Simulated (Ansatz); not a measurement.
```yaml
crystal:
  periodic: [false, false, false]
  atoms:
    - {symbol: F, position_ang: [-2.773636, 1.024514, 0.578189]}
    - {symbol: C, position_ang: [-1.995261, -1.558128, 0.394936]}
    - {symbol: Si, position_ang: [1.549245, -1.429871, -0.354155]}
    - {symbol: Ga, position_ang: [1.331768, 3.120885, -0.224442]}
    - {symbol: H, position_ang: [-3.159137, -2.406681, -1.080442]}
    - {symbol: H, position_ang: [-2.459173, -2.428902, 2.205556]}
    - {symbol: H, position_ang: [2.987607, -2.799912, 1.639137]}
    - {symbol: H, position_ang: [2.046533, -2.718191, -2.806132]}
    - {symbol: H, position_ang: [0.722337, 4.646611, -2.694565]}
    - {symbol: H, position_ang: [1.749717, 4.549693, 2.341879]}
basis:
  gaussian: {orbitals: def2-TZVPP}
total_charge: -1
magnetization: {spin_polarized: true, initial_magnetization: 1}
hamiltonian: {xc: {name: wB97X-V}}
output: {forces: true}
```

```sh
$ ansatz run in.yaml --threads 4 --pin off --events-out ev --progress --plain --max-ram 10444MiB
```

Output, abridged:

```
Functional definition: wB97X-V
1384 factors; their error is unknown
326 factors; integrals over basis functions are off by at most 3.5e-5 eV
mean field evaluation 1: about -64058.0657 eV, gradient 3.5e1 eV
mean field evaluation 2: about -63740.7783 eV, gradient 2.0e2 eV
mean field evaluation 4: about -64070.5172 eV, gradient 2.5e1 eV
mean field evaluation 8: about -64076.0818 eV, gradient 3.7e0 eV
mean field evaluation 16: about -64076.8953 eV, gradient 8.3e-1 eV
mean field evaluation 64: about -64075.6911 eV, gradient 4.8e0 eV
mean field evaluation 96: about -64066.8231 eV, gradient 1.5e1 eV
mean field evaluation 128: about -64077.5066 eV, gradient 1.1e0 eV
mean field -64077.57273966 eV, -2354.8073648436 hartree, gradient 1.7e-5 eV, S^2 3.464562; 8 other end points of the search recorded, 0 dependent functions left out
reference -64077.57273854 eV, -2354.8073648024 hartree; 34, 33 occupied and 202, 203 virtual orbitals, 1384 factors
Total energy: -64077.57273854 eV, -2354.8073648024 hartree
Atom 0 at    -2.773636     1.024514     0.578189 Å, force     0.558243    -1.281208    -0.125524 eV/Å
Atom 1 at    -1.995261    -1.558128     0.394936 Å, force    -1.266570    -0.224023     0.268253 eV/Å
Atom 2 at     1.549245    -1.429871    -0.354155 Å, force     0.358075    -0.834648    -0.091129 eV/Å
Atom 3 at     1.331768     3.120885    -0.224442 Å, force    -0.311724     0.792496     0.076113 eV/Å
Atom 4 at    -3.159137    -2.406681    -1.080442 Å, force     0.972183     0.754167     1.386326 eV/Å
Atom 5 at    -2.459173    -2.428902     2.205556 Å, force     0.324803     0.774459    -1.651818 eV/Å
Atom 6 at     2.987607    -2.799912     1.639137 Å, force    -0.566805     0.483557    -0.760608 eV/Å
Atom 7 at     2.046533    -2.718191    -2.806132 Å, force    -0.206128     0.451901     0.940955 eV/Å
Atom 8 at     0.722337     4.646611    -2.694565 Å, force     0.204118    -0.472128     0.640877 eV/Å
Atom 9 at     1.749717     4.549693     2.341879 Å, force    -0.066196    -0.444572    -0.683444 eV/Å
Dipole moment:     2.288245     0.885580    -0.455478 e Å
```

Question: What is wrong with this run?

Answer: The coordinates are in bohr but typed as ångström. The calculation finished and met its thresholds. The result belongs to that input, not to the molecule as meant.
